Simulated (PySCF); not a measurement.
BH₂, SMILES [BH2+], charge +1.

Coordinates come from a r2SCAN-D4/def2-TZVPD optimisation.

Two levels are set side by side: TDDFT-PBE/def2-TZVPD (PySCF) and ADC(3)/aug-cc-pVDZ (PySCF). Vertical, same geometry; the bases differ. Differences are taken from unrounded values.

```
quantity                        TDDFT-PBE
------------------------------  ---------
lowest singlet excitation (eV)       7.08
```

Q: These are the TDDFT-PBE values. What does ADC(3) give? (The exact figures need the calculation; the answer reports its results.)

A: 
```tsv
quantity	ADC(3)	TDDFT-PBE minus ADC(3)
lowest singlet excitation (eV)	7.31	-0.23
```

Functionals without exact exchange tend to place singlet excitations lower, as here. Differences between two approximate levels are no errors against the true value.

Rough cost on one machine, each run with all the roots and properties that it gave: ADC(3) against TDDFT-PBE about 5 times.
